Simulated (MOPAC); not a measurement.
Input for MOPAC: AM1 on C2H10OSi (a complex).

```
AM1 1SCF PRECISE CHARGE=0 THREADS=1
C2H10OSi

C      0.33690447 1    -0.27052916 1    -0.27642208 1
O      0.52992809 1     0.78422274 1     0.65793276 1
H     -0.21442391 1    -1.10856820 1     0.16176226 1
H      1.32677896 1    -0.62096859 1    -0.56477889 1
H     -0.18588020 1     0.07090175 1    -1.17587299 1
H     -0.33089921 1     1.10811658 1     0.94282948 1
C      1.31223371 1     0.35261446 1     3.99110318 1
Si    -0.40749598 1    -0.29946120 1     3.64883020 1
H      1.78046671 1     0.65884567 1     3.05534824 1
H      1.93201472 1    -0.41509169 1     4.45821382 1
H      1.27759705 1     1.21262539 1     4.66245499 1
H     -1.26075707 1     0.74295086 1     3.01836124 1
H     -1.08141625 1    -0.71255276 1     4.90584942 1
H     -0.37611731 1    -1.47276588 1     2.74297008 1
```

It printed:

```
*******************************************************************************
 **                                                                           **
 **                              MOPAC v23.2.5                                **
 **                                                                           **
 *******************************************************************************
 ** MOPAC's Digital Object Identifier: https://doi.org/10.5281/zenodo.6511958 **
 **                                                                           **
 ** Please cite the open-source release paper for use of this MOPAC version:  **
 ** J. E. Moussa and J. J. P. Stewart (2026)                                  **
 ** MOPAC: An open-source semiempirical molecular orbital program             **
 ** J. Open Source Softw., 11(119), 8025, https://doi.org/10.21105/joss.08025 **
 *******************************************************************************

                              AM1 CALCULATION RESULTS

 *******************************************************************************
 *  AM1        - The AM1 Hamiltonian to be used
 *
 *
 *
 *                 CHARGE ON SYSTEM = 0
 *
 *
 *
 *  PRECISE    - TIGHTER CRITERIA TO BE USED
 *  1SCF       - DO 1 SCF AND THEN STOP
 *  THREADS=1  - MULTI-THREADING NOT USED
 *  T=         - A TIME OF 172800.0 SECONDS REQUESTED
 *  DUMP=N     - RESTART FILE WRITTEN EVERY 7200.0 SECONDS REQUESTED
 *******************************************************************************
AM1 1SCF PRECISE CHARGE=0 THREADS=1
 C2H10OSi

   ATOM   CHEMICAL          X               Y               Z
  NUMBER   SYMBOL      (ANGSTROMS)     (ANGSTROMS)     (ANGSTROMS)

     1       C          0.33690447  *  -0.27052916  *  -0.27642208  *
     2       O          0.52992809  *   0.78422274  *   0.65793276  *
     3       H         -0.21442391  *  -1.10856820  *   0.16176226  *
     4       H          1.32677896  *  -0.62096859  *  -0.56477889  *
     5       H         -0.18588020  *   0.07090175  *  -1.17587299  *
     6       H         -0.33089921  *   1.10811658  *   0.94282948  *
     7       C          1.31223371  *   0.35261446  *   3.99110318  *
     8      Si         -0.40749598  *  -0.29946120  *   3.64883020  *
     9       H          1.78046671  *   0.65884567  *   3.05534824  *
    10       H          1.93201472  *  -0.41509169  *   4.45821382  *
    11       H          1.27759705  *   1.21262539  *   4.66245499  *
    12       H         -1.26075707  *   0.74295086  *   3.01836124  *
    13       H         -1.08141625  *  -0.71255276  *   4.90584942  *
    14       H         -0.37611731  *  -1.47276588  *   2.74297008  *



          CARTESIAN COORDINATES

    NO.       ATOM           X           Y           Z

     1         C          0.3369     -0.2705     -0.2764
     2         O          0.5299      0.7842      0.6579
     3         H         -0.2144     -1.1086      0.1618
     4         H          1.3268     -0.6210     -0.5648
     5         H         -0.1859      0.0709     -1.1759
     6         H         -0.3309      1.1081      0.9428
     7         C          1.3122      0.3526      3.9911
     8        Si         -0.4075     -0.2995      3.6488
     9         H          1.7805      0.6588      3.0553
    10         H          1.9320     -0.4151      4.4582
    11         H          1.2776      1.2126      4.6625
    12         H         -1.2608      0.7430      3.0184
    13         H         -1.0814     -0.7126      4.9058
    14         H         -0.3761     -1.4728      2.7430

  H: (AM1): M.J.S. DEWAR ET AL, J. AM. CHEM. SOC. 107 3902-3909 (1985)
  C: (AM1): M.J.S. DEWAR ET AL, J. AM. CHEM. SOC. 107 3902-3909 (1985)
  O: (AM1): M.J.S. DEWAR ET AL, J. AM. CHEM. SOC. 107 3902-3909 (1985)
 Si: (AM1): M.J.S.DEWAR, C. JIE, ORGANOMETALLICS, 6, 1486-1490 (1987).

           Empirical Formula: C2 H10 O Si  =    14 atoms



      MOLECULAR POINT GROUP   :   C1


      RHF CALCULATION, NO. OF DOUBLY OCCUPIED LEVELS = 14


 -------------------------------------------------------------------------------
 AM1 1SCF PRECISE CHARGE=0 THREADS=1
 C2H10OSi



     1SCF WAS SPECIFIED, SO BFGS WAS NOT USED
     SCF FIELD WAS ACHIEVED


                              AM1 CALCULATION
                                                       MOPAC v23.2.5 Linux




          FINAL HEAT OF FORMATION =        -63.17526 KCAL/MOL =    -264.32528 KJ/MOL


          COSMO AREA              =        141.37 SQUARE ANGSTROMS
          COSMO VOLUME            =        131.71 CUBIC ANGSTROMS

          IONIZATION POTENTIAL    =         11.172137 EV
          HOMO LUMO ENERGIES (EV) =        -11.172  1.619
          NO. OF FILLED LEVELS    =         14
          MOLECULAR WEIGHT        =         78.1859         POINT GROUP:  C1

          MOLECULAR DIMENSIONS (Angstroms)

            Atom       Atom       Distance
            H    13    H     5     6.19703
            H    11    H     3     3.54947
            H    10    H    12     3.31037


          SCF CALCULATIONS        =          1





   ATOM   CHEMICAL          X               Y               Z
  NUMBER   SYMBOL      (ANGSTROMS)     (ANGSTROMS)     (ANGSTROMS)

     1       C          0.33690447  *  -0.27052916  *  -0.27642208  *
     2       O          0.52992809  *   0.78422274  *   0.65793276  *
     3       H         -0.21442391  *  -1.10856820  *   0.16176226  *
     4       H          1.32677896  *  -0.62096859  *  -0.56477889  *
     5       H         -0.18588020  *   0.07090175  *  -1.17587299  *
     6       H         -0.33089921  *   1.10811658  *   0.94282948  *
     7       C          1.31223371  *   0.35261446  *   3.99110318  *
     8      Si         -0.40749598  *  -0.29946120  *   3.64883020  *
     9       H          1.78046671  *   0.65884567  *   3.05534824  *
    10       H          1.93201472  *  -0.41509169  *   4.45821382  *
    11       H          1.27759705  *   1.21262539  *   4.66245499  *
    12       H         -1.26075707  *   0.74295086  *   3.01836124  *
    13       H         -1.08141625  *  -0.71255276  *   4.90584942  *
    14       H         -0.37611731  *  -1.47276588  *   2.74297008  *

                             CARTESIAN COORDINATES

   1    C        0.336904470    -0.270529160    -0.276422080
   2    O        0.529928090     0.784222740     0.657932760
   3    H       -0.214423910    -1.108568200     0.161762260
   4    H        1.326778960    -0.620968590    -0.564778890
   5    H       -0.185880200     0.070901750    -1.175872990
   6    H       -0.330899210     1.108116580     0.942829480
   7    C        1.312233710     0.352614460     3.991103180
   8   Si       -0.407495980    -0.299461200     3.648830200
   9    H        1.780466710     0.658845670     3.055348240
  10    H        1.932014720    -0.415091690     4.458213820
  11    H        1.277597050     1.212625390     4.662454990
  12    H       -1.260757070     0.742950860     3.018361240
  13    H       -1.081416250    -0.712552760     4.905849420
  14    H       -0.376117310    -1.472765880     2.742970080


           Empirical Formula: C2 H10 O Si  =    14 atoms



      MOLECULAR POINT GROUP   :   C1


                  EIGENVALUES
 -37.76570 -28.78514 -27.38829 -18.35527 -15.71731 -15.40844 -15.31623 -13.96926
 -13.86336 -12.60159 -11.69333 -11.66141 -11.57051 -11.17214   1.61853   1.69475
   1.73662   2.23431   3.66027   4.15401   4.30930   4.65742   4.72978   4.77938
   5.50793   6.24731


              NET ATOMIC CHARGES AND DIPOLE CONTRIBUTIONS

  ATOM NO.   TYPE          CHARGE      No. of ELECS.   s-Pop       p-Pop
    1          C          -0.068244        4.0682     1.22357     2.84467
    2          O          -0.335165        6.3352     1.87012     4.46504
    3          H           0.055785        0.9442     0.94421
    4          H           0.093836        0.9062     0.90616
    5          H           0.053415        0.9466     0.94659
    6          H           0.201206        0.7988     0.79879
    7          C          -0.494303        4.4943     1.25287     3.24143
    8         Si           0.767831        3.2322     0.85329     2.37888
    9          H           0.103533        0.8965     0.89647
   10          H           0.085963        0.9140     0.91404
   11          H           0.086007        0.9140     0.91399
   12          H          -0.189505        1.1895     1.18950
   13          H          -0.181423        1.1814     1.18142
   14          H          -0.178938        1.1789     1.17894
 DIPOLE           X         Y         Z       TOTAL
 POINT-CHG.    -0.785    -0.736    -0.683     1.274
 HYBRID        -0.161     0.179     0.059     0.248
 SUM           -0.945    -0.556    -0.624     1.262


          ATOMIC ORBITAL ELECTRON POPULATIONS

     Atom    s        px        py        pz
    1  C   1.22357   1.02384   0.90075   0.92008
    2  O   1.87012   1.31647   1.52679   1.62178
    3  H   0.94421
    4  H   0.90616
    5  H   0.94659
    6  H   0.79879
    7  C   1.25287   1.12566   1.05802   1.05775
    8 Si   0.85329   0.76586   0.80254   0.81048
    9  H   0.89647
   10  H   0.91404
   11  H   0.91399
   12  H   1.18950
   13  H   1.18142
   14  H   1.17894

 **********************
 *                    *
 * JOB ENDED NORMALLY *
 *                    *
 **********************




 == MOPAC DONE ==
```

The run finished.

Cost: very roughly 0.05 core-seconds.
